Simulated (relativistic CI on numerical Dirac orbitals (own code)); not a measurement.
# Electric-dipole transitions in Tl³³⁺

Method of calculation: Dirac-Coulomb-Breit CI, separate exchange-only KLI orbitals for each configuration, model QED (radiative potential, 1s self-energy scaled to tabulated hydrogen-like ionisation energies), unscaled Slater integrals (own radial code, finite nucleus).

Configuration list (outside the closed core [Ar] 3d10): 4s²4p⁶4d¹⁰4f², 4s²4p⁶4d⁹4f³, 4s²4p⁶4d¹⁰4f5s, 4s²4p⁶4d¹⁰4f5p, 4s²4p⁵4d¹⁰4f³, 4s²4p⁶4d¹⁰5s², 4s²4p⁶4d¹⁰5s5p, 4s²4p⁶4d¹⁰4f5d, 4s4p⁶4d¹⁰4f³, 4s²4p⁶4d¹⁰5p², 4s²4p⁶4d⁹4f²5s, 4s²4p⁶4d¹⁰5s5d, 4s²4p⁶4d¹⁰4f5f, 4s²4p⁶4d¹⁰5p5d, 4s²4p⁶4d⁹4f²5p, 4s²4p⁶4d¹⁰4f5g, 4s²4p⁶4d¹⁰4f6s, 4s²4p⁶4d¹⁰5d², 4s²4p⁶4d¹⁰4f6p, 4s²4p⁶4d¹⁰4f6d, 4s²4p⁵4d¹⁰4f²5s, 4s²4p⁶4d¹⁰4f6g, 4s²4p⁶4d¹⁰4f7s, 4s4p⁶4d¹⁰4f5s², 4s4p⁶4d¹⁰4f5p². Double excitations out of closed p, d and f shells are left out; levels of such configurations are missing from the list, as are those of other unlisted configurations, and high levels can miss mixing partners.

```tsv
λ vac (Å)	Lower	Upper	A (s⁻¹)	gf	Branching (%)
38.669	4s²4p⁶4d¹⁰4f² ³F2 [2]	4s²4p⁶4d⁹4f³ ³D°1 [398]	6.13e+12	4.12e+00	67.2
39.080	4s²4p⁶4d¹⁰4f² ¹G4 [4]	4s²4p⁶4d⁹4f³ ¹F°3 [399]	6.70e+12	1.07e+01	75.3
39.186	4s²4p⁶4d¹⁰4f² ³H4 [1]	4s²4p⁶4d⁹4f³ ³G°3 [391]	7.69e+12	1.24e+01	87.8
39.308	4s²4p⁶4d¹⁰4f² ³H5 [3]	4s²4p⁶4d⁹4f³ ³G°4 [396]	7.74e+12	1.61e+01	89.0
39.404	4s²4p⁶4d¹⁰4f² ³H6 [6]	4s²4p⁶4d⁹4f³ ³G°5 [400]	8.25e+12	2.11e+01	95.1
39.491	4s²4p⁶4d¹⁰4f² ³H4 [1]	4s²4p⁶4d⁹4f³ ³F°4 [388]	4.24e+11	8.92e-01	6.6
39.566	4s²4p⁶4d¹⁰4f² ³F3 [5]	4s²4p⁶4d⁹4f³ ³G°4 [396]	6.59e+11	1.39e+00	7.6
39.587	4s²4p⁶4d¹⁰4f² ³F2 [2]	4s²4p⁶4d⁹4f³ ³G°3 [391]	8.52e+11	1.40e+00	9.7
39.726	4s²4p⁶4d¹⁰4f² ¹D2 [8]	4s²4p⁶4d⁹4f³ ¹F°3 [399]	1.58e+12	2.62e+00	17.8
39.791	4s²4p⁶4d¹⁰4f² ³P0 [7]	4s²4p⁶4d⁹4f³ ³D°1 [398]	2.39e+12	1.70e+00	26.2
39.920	4s²4p⁶4d¹⁰4f² ³H6 [6]	4s²4p⁶4d⁹4f³ ³H°6 [394]	7.15e+12	2.22e+01	94.3
39.972	4s²4p⁶4d¹⁰4f² ³H5 [3]	4s²4p⁶4d⁹4f³ ³H°5 [390]	6.81e+12	1.79e+01	92.6
40.077	4s²4p⁶4d¹⁰4f² ³H4 [1]	4s²4p⁶4d⁹4f³ ³H°4 [381]	4.03e+12	8.74e+00	97.9
40.230	4s²4p⁶4d¹⁰4f² ³H4 [1]	4s²4p⁶4d⁹4f³ ¹G°4 [377]	2.81e+12	6.14e+00	89.9
40.441	4s²4p⁶4d¹⁰4f² ³F4 [9]	4s²4p⁶4d⁹4f³ ³D°3 [395]	1.50e+12	2.58e+00	28.1
40.480	4s²4p⁶4d¹⁰4f² ³F3 [5]	4s²4p⁶4d⁹4f³ ³F°3 [389]	2.20e+12	3.79e+00	40.5
40.532	4s²4p⁶4d¹⁰4f² ¹G4 [4]	4s²4p⁶4d⁹4f³ ³F°4 [388]	5.33e+12	1.18e+01	82.4
40.550	4s²4p⁶4d¹⁰4f² ³F3 [5]	4s²4p⁶4d⁹4f³ ³F°4 [388]	6.18e+11	1.37e+00	9.5
40.575	4s²4p⁶4d¹⁰4f² ³F4 [9]	4s²4p⁶4d⁹4f³ ³F°4 [393]	5.98e+12	1.33e+01	92.6
40.581	4s²4p⁶4d¹⁰4f² ³F2 [2]	4s²4p⁶4d⁹4f³ ³D°1 [380]	2.28e+12	1.69e+00	45.2
40.762	4s²4p⁶4d¹⁰4f² ¹D2 [8]	4s²4p⁶4d⁹4f³ ³P°2 [392]	2.28e+12	2.84e+00	41.7
40.923	4s²4p⁶4d¹⁰4f² ³P2 [12]	4s²4p⁶4d⁹4f³ ³P°2 [397]	4.87e+12	6.12e+00	86.8
40.959	4s²4p⁶4d¹⁰4f² ³F3 [5]	4s²4p⁶4d⁹4f³ ³D°2 [384]	1.70e+12	2.14e+00	33.7
41.095	4s²4p⁶4d¹⁰4f² ³P1 [10]	4s²4p⁶4d⁹4f³ ³P°2 [392]	2.44e+12	3.09e+00	44.6
41.156	4s²4p⁶4d¹⁰4f² ¹D2 [8]	4s²4p⁶4d⁹4f³ ³F°3 [389]	2.44e+12	4.34e+00	44.9
41.212	4s²4p⁶4d¹⁰4f² ³P2 [12]	4s²4p⁶4d⁹4f³ ³D°3 [395]	3.24e+12	5.77e+00	60.4
41.280	4s²4p⁶4d¹⁰4f² ³F3 [5]	4s²4p⁶4d⁹4f³ ³F°3 [379]	2.99e+12	5.34e+00	62.0
41.334	4s²4p⁶4d¹⁰4f² ³F2 [2]	4s²4p⁶4d⁹4f³ ³F°2 [373]	5.50e+12	7.05e+00	97.6
41.420	4s²4p⁶4d¹⁰4f² ³H6 [6]	4s²4p⁶4d⁹4f³ ¹K°7 [382]	4.44e+11	1.71e+00	12.9
41.476	4s²4p⁶4d¹⁰4f² ³F4 [9]	4s²4p⁶4d⁹4f³ ³G°5 [387]	4.20e+12	1.19e+01	91.4
41.634	4s²4p⁶4d¹⁰4f² ³P1 [10]	4s²4p⁶4d⁹4f³ ³P°1 [385]	2.49e+12	1.94e+00	47.6
41.651	4s²4p⁶4d¹⁰4f² ¹D2 [8]	4s²4p⁶4d⁹4f³ ³D°2 [384]	2.60e+12	3.38e+00	51.6
41.762	4s²4p⁶4d¹⁰4f² ¹G4 [4]	4s²4p⁶4d⁹4f³ ³G°4 [375]	7.11e+11	1.67e+00	16.7
41.781	4s²4p⁶4d¹⁰4f² ³F3 [5]	4s²4p⁶4d⁹4f³ ³G°4 [375]	3.23e+12	7.61e+00	75.7
41.818	4s²4p⁶4d¹⁰4f² ³P0 [7]	4s²4p⁶4d⁹4f³ ³D°1 [380]	2.56e+12	2.01e+00	50.8
41.856	4s²4p⁶4d¹⁰4f² ³F2 [2]	4s²4p⁶4d⁹4f³ ³G°3 [369]	2.73e+12	5.01e+00	86.9
41.982	4s²4p⁶4d¹⁰4f² ¹D2 [8]	4s²4p⁶4d⁹4f³ ³F°3 [379]	1.08e+12	2.00e+00	22.4
42.063	4s²4p⁶4d¹⁰4f² ¹G4 [4]	4s²4p⁶4d⁹4f³ ¹H°5 [372]	3.30e+12	9.64e+00	87.4
42.294	4s²4p⁶4d¹⁰4f² ¹I6 [11]	4s²4p⁶4d⁹4f³ ¹K°7 [382]	3.00e+12	1.21e+01	87.1
42.637	4s²4p⁶4d¹⁰4f² ³H6 [6]	4s²4p⁶4d⁹4f³ ³I°7 [370]	2.93e+12	1.20e+01	93.1
42.651	4s²4p⁶4d¹⁰4f² ³H5 [3]	4s²4p⁶4d⁹4f³ ³I°6 [364]	2.52e+12	8.95e+00	98.5
42.976	4s²4p⁶4d¹⁰4f² ³H5 [3]	4s²4p⁶4d⁹4f³ ³I°6 [359]	7.02e+11	2.53e+00	97.0
43.239	4s²4p⁶4d¹⁰4f² ³H4 [1]	4s²4p⁶4d⁹4f³ ³I°5 [327]	1.11e+12	3.43e+00	99.4
43.542	4s²4p⁶4d¹⁰4f² ³H4 [1]	4s²4p⁶4d⁹4f³ ³I°5 [320]	8.55e+11	2.67e+00	98.5
43.730	4s²4p⁶4d¹⁰4f² ³H4 [1]	4s²4p⁶4d⁹4f³ ³I°5 [316]	1.02e+12	3.23e+00	96.2
```

Terms are leading LS components. Brackets give the number of a level in order of energy, since labels repeat. The list gives strong lines, with weight on those to low levels, without lines whose two gauges differ by over a factor of 2.5, among the lowest 400 of 1958 levels, so that lines to higher ones, which can be the strongest, are missing. Levels whose partners in the same complex of configurations lie outside the list can be far off, and so can their lines. Rates are taken at the computed energies, electric ones in the length gauge.

At this charge energies of transitions that change n are usually good to better than 1 %, and those within a shell (Δn = 0) to a few per cent. Terms inside the open d or f shell come out 10 to 20 % too wide with unscaled integrals.

LS names give the leading component of a level, which can be under half, so a name can repeat, a term be missing and a line seem to break the LS rules.
